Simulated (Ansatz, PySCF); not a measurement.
Reaction (SMILES): C=O (CH2O) → [CH]=O + H atom (the C-H bond at the site shown breaks; other sites are not compared here)
Each molecule is optimised on its own at B3LYP-D3(BJ)/def2-TZVP (Ansatz, a first-principles code).

Quantity: bond dissociation energy (enthalpy at 298 K, with B3LYP-D3(BJ) rigid-rotor harmonic-oscillator terms from PySCF), in kcal/mol. Cores are frozen in the correlated levels unless marked. UHF or UKS for open shells. No spin-orbit coupling. Non-relativistic. Basis-set limits of correlation are two-point, X^-3; Hartree-Fock from the larger set.

```csv
level,program,bond dissociation energy (kcal/mol)
r2SCAN-D4/def2-TZVPD,Ansatz + dftd4,83.8
PBE0/def2-QZVPP,Ansatz,(withheld)
PW6B95-D3(BJ)/def2-TZVPD,PySCF + dftd3,(withheld)
PBE-QIDH/def2-TZVPD,Ansatz,85.2
SCS-MP2/cc-pVTZ,Ansatz,88.0
SCS-MP2/def2-TZVPP,Ansatz,88.1
SCS-MP2/def2-QZVPPD,Ansatz,89.3
CCSD/cc-pVDZ,Ansatz,83.3
"CCSD(T)/CBS(def2-TZVPPD,def2-QZVPPD)",Ansatz,(withheld)
```

Some entries are withheld; supply them.


- PBE0/def2-QZVPP, bond dissociation energy (kcal/mol): 84.9
- PW6B95-D3(BJ)/def2-TZVPD, bond dissociation energy (kcal/mol): 86.3
- CCSD(T)/CBS(def2-TZVPPD,def2-QZVPPD), bond dissociation energy (kcal/mol): 88.3
